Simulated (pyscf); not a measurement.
Structures and frequencies: ωB97X-D3(BJ)/def2-SVP in PySCF.

Question: What is the homolytic dissociation enthalpy (298 K, ωB97M-D3(BJ)/def2-TZVP) of the Br–Ti bond of F–Ti(F)(F)–Br (SMILES [F][Ti]([F])([F])[Br]), to [F–Ti(F)–F]• + Br•?

Answer: Br–Ti to [F–Ti(F)–F]• + Br•: 304.4 kJ/mol. The 7 functionals that were run give +287.7 (M06-2X) to +370.3 kJ/mol (PBE). The radicals are drawn with the spin at the cut bond; how far it spreads was not checked. Left out: the spin-orbit lowering of Br, which is large for Br, Se, Te and I. Open-shell species with a d-block atom are single-reference here; other states, and whether the spin sits on metal or ligand, were not checked. Elements up to Kr have no core potential and no relativistic terms here.
